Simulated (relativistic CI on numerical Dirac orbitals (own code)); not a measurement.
# Sensitivity of the levels of Hg XXXVI to α and to the nuclear radius

These numbers are calculated, not measured: Dirac-Coulomb-Breit CI, orbitals from a KLI potential per configuration, derivatives by finite differences, unscaled Slater integrals, QED left out (own radial code, finite nucleus).

Configurations in the expansion (outside the closed core [Ar] 3d10): 4s²4p⁶4d⁹, 4s²4p⁶4d⁸4f, 4s²4p⁵4d¹⁰, 4s4p⁶4d¹⁰, 4s²4p⁵4d⁹4f, 4s4p⁶4d⁹4f, 4s²4p⁶4d⁸5s, 4s²4p⁴4d¹⁰4f. Levels of other configurations are missing.

With x = (α/α₀)² − 1 an excitation energy changes as ω = ω₀ + qx; K = 2q/ω₀ is the relative enhancement. Terms are leading LS components, so labels can repeat. The field-shift factor is F = δν/δ⟨r²⟩ for the transition from the lowest level.

Lowest level 4s²4p⁶4d⁹ ²D5/2.

```
              Level  ω₀ (cm⁻¹)  q (cm⁻¹)  F (GHz/fm²)
    4s²4p⁶4d⁹ ²D3/2     206556    210300         7.66
  4s²4p⁵4d¹⁰ ²P°3/2    1729275    209500         23.3
 4s²4p⁶4d⁸4f ⁴F°5/2    1776398      4817         31.9
 4s²4p⁶4d⁸4f ⁴F°7/2    1787649     13470         32.4
 4s²4p⁶4d⁸4f ⁴D°3/2    1800856     35410         31.4
 4s²4p⁶4d⁸4f ²F°5/2    1815234     15680         32.3
 4s²4p⁶4d⁸4f ⁴F°9/2    1816656     18800           33
4s²4p⁶4d⁸4f ²I°13/2    1817315      2102         32.5
4s²4p⁶4d⁸4f ⁴H°11/2    1833083      9769         32.6
 4s²4p⁶4d⁸4f ⁴D°7/2    1844588     21250         32.3
4s²4p⁶4d⁸4f ⁴I°15/2    1850307     50450         34.9
 4s²4p⁶4d⁸4f ²P°1/2    1850430     56070         34.4
 4s²4p⁶4d⁸4f ²D°3/2    1851585     18150         32.9
```

At this charge energies of transitions that change n are usually good to better than 1 %, and those within a shell (Δn = 0) to a few per cent.

(1) Which transition from the lowest level has the largest |K|?

## Answers

(1) 4s²4p⁶4d⁹ ²D3/2 at 206556 cm⁻¹, K = 2.04.
